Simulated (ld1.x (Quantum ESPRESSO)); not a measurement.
## PBE TM semilocal dataset for Ni (Z = 28), scalar-relativistic all-electron reference.

Input for ld1.x (Quantum ESPRESSO) 7.5:

```
&input
   title='Ni', zed=28., rel=1, dft='PBE', iswitch=3,
   config='[Ar] 3d8 4s1.5 4p0',
   nld=3, rlderiv=2.25, eminld=-8.0, emaxld=5.0, deld=0.04
 /
 &inputp
   pseudotype=1, tm=.true., lloc=0,
   nlcc=.false.,
   file_pseudopw='Ni.pp', file_wfcaegen='ae.wfc', file_wfcncgen='nc.wfc'
 /
3
3P  2  1   6.00   0.00  0.75  0.75  0.0
3D  3  2   8.00   0.00  1.05  1.05  0.0
4S  1  0   1.50   0.00  2.05  2.05  0.0
 &test
   configts(1)='3p6 3d8 4s1.5 4p0'
 /
```

Command:

```bash
ld1.x < Ni.in > Ni.out
```

Resulting log (shortened: banner, matrices, multipoles, cross overlaps and the repeated all-electron block are left out):

```
Program LD1 v.7.5
     --------------------------- All-electron run ----------------------------

     Ni
     scalar relativistic calculation

     atomic number is 28.00
     dft =PBE   lsd =0 sic =0 latt =0  beta=0.20 tr2=1.0E-14
     Exchange-correlation= PBE
                           (   1   4   3   4   0   0   0)
     mesh =1195 r(mesh) =  98.77016 a.u. xmin = -7.00 dx = 0.01250
     1 Ry =  13.60569312 eV, c = 137.03599908

     n l     nl                  e(Ry)          e(Ha)          e(eV)
     1 0     1S 1( 2.00)      -603.9070      -301.9535     -8216.5734
     2 0     2S 1( 2.00)       -72.4780       -36.2390      -986.1129
     2 1     2P 1( 6.00)       -62.3982       -31.1991      -848.9711
     3 0     3S 1( 2.00)        -8.4823        -4.2412      -115.4076
     3 1     3P 1( 6.00)        -5.5671        -2.7835       -75.7436
     3 2     3D 1( 8.00)        -0.9703        -0.4852       -13.2018
     4 0     4S 1( 1.50)        -0.6820        -0.3410        -9.2789
     4 1     4P 1( 0.00)        -0.3105        -0.1552        -4.2244

     final scf error:  5.8E-15 reached in  31 iterations

     Etot =   -3040.804182 Ry,   -1520.402091 Ha,  -41372.248545 eV

     Ekin =    3083.051428 Ry,    1541.525714 Ha,   41947.051607 eV
     Encl =   -7289.787350 Ry,   -3644.893675 Ha,  -99182.609611 eV
     Eh   =    1292.197811 Ry,     646.098906 Ha,   17581.246872 eV
     Exc  =    -126.266071 Ry,     -63.133035 Ha,   -1717.937412 eV

     normalization and overlap integrals

     s(1S/1S) =  1.000000  <r> =   0.0541  <r2> =    0.0039  r(max) =   0.0353
     s(2S/2S) =  1.000000  <r> =   0.2449  <r2> =    0.0708  r(max) =   0.2055
     s(2P/2P) =  1.000000  <r> =   0.2153  <r2> =    0.0569  r(max) =   0.1641
     s(3S/3S) =  1.000000  <r> =   0.7402  <r2> =    0.6330  r(max) =   0.6410
     s(3P/3P) =  1.000000  <r> =   0.7787  <r2> =    0.7163  r(max) =   0.6491
     s(3D/3D) =  1.000000  <r> =   1.0014  <r2> =    1.3484  r(max) =   0.6331
     s(4S/4S) =  1.000000  <r> =   2.6607  <r2> =    8.1988  r(max) =   2.1821
     s(4P/4P) =  1.000000  <r> =   3.6534  <r2> =   15.7195  r(max) =   2.8728

     ------------------------ End of All-electron run ------------------------

     --------------------- Generating NC pseudopotential ---------------------

      Generating local pot.: lloc=0, matching radius rcloc =   2.0500

      Wfc   3P  rcut= 0.754  Using Troullier-Martins method

      Wfc   3D  rcut= 1.044  Using Troullier-Martins method

     ------------------- End of pseudopotential generation -------------------

     Computing logarithmic derivative in   2.25143
     Message from routine run_pseudo:
     Warning: convergence not achieved
     Computing logarithmic derivative in   2.25143
     Computing the partial wave expansion
       no projector for channel:   0
     R is outside the sphere for l=    1 j= 0.00
     R is outside the sphere for l=    2 j= 0.00

     ---------------------- Testing the pseudopotential ----------------------

     Ni
     scalar relativistic calculation

     atomic number is 28.00   valence charge is 16.00
     dft =PBE   lsd =0 sic =0 latt =0  beta=0.20 tr2=1.0E-14
     mesh =1195 r(mesh) =  98.77016 xmin = -7.00 dx = 0.01250

     n l     nl             e AE (Ry)        e PS (Ry)    De AE-PS (Ry)
     2 1     3P   1( 6.00)       -5.56705       -5.56724        0.00019
     3 2     3D   1( 8.00)       -0.97032       -0.97032        0.00000
     1 0     4S   1( 1.50)       -0.68198       -0.68198        0.00000
     3 1     4P   1( 0.00)       -0.31049       -0.31101        0.00052

     eps = 6.3E-11  iter =201

     Etot =   -3040.804182 Ry,   -1520.402091 Ha,  -41372.248545 eV
     Etotps =  -252.477273 Ry,    -126.238637 Ha,   -3435.128301 eV

     Ekin =     183.080705 Ry,      91.540353 Ha,    2490.939892 eV
     Encl =    -376.858556 Ry,    -188.429278 Ha,   -5127.421866 eV
     Ehrt =     218.476557 Ry,     109.238278 Ha,    2972.524988 eV
     Ecxc =     -27.193309 Ry,     -13.596655 Ha,    -369.983820 eV
     Epseu=    -249.982670 Ry,    -124.991335 Ha,   -3401.187495 eV

     ---------------------- End of pseudopotential test ----------------------
```

Generation and configuration tests took about 3.1 s on one core of a shared server CPU.
